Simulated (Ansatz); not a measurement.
`[GeH3][SiH2][GeH2][GeH3]` + `[OH][GeH2][SiH3]` → `[SiH3][GeH2][GeH2][GeH3]` + `O[SiH2][GeH3]`  (redistribution)

Computed with Ansatz on PBE0-D4/def2-TZVP structures; ΔE is electronic, products minus reactants. CCSD(T)/CBS adds triple-zeta CCSD(T) − MP2 to the extrapolated MP2 energy (def2 sets, frozen cores). For Ge outer-core shells are correlated without core-valence functions, which leaves a few kJ/mol of doubt a bond. Scalar relativity is left out up to krypton. Each species was taken in one conformer, which may not be the lowest.

| level | ΔE (kJ/mol) |
| --- | --- |
| HF/def2-SVP | -73.2 |
| MP2/def2-SVP | -67.7 |
| CCSD/def2-TZVPP | -77.8 |
| HF/def2-QZVPP | -82.7 |

Question: What does CCSD(T)/CBS give? (Estimate.)

Answer: Computed: -78.7 kJ/mol. The listed levels differ from it by 5.5, 11.0, 0.9, -4.0 kJ/mol.

Largest T1 diagnostic among the species: 0.012.

Leaving LDA and LC-ωPBE aside and taking each functional with its dispersion term where it has one, the values, not all of them listed here, spread over 16.1 kJ/mol, from BHLYP-D4 to revPBE-D4. LDA lies −6.0 kJ/mol from PBE without D4. At CCSD(T), def2-SVP lies +14.6 kJ/mol from the extrapolated value and def2-TZVPP +3.1 kJ/mol.
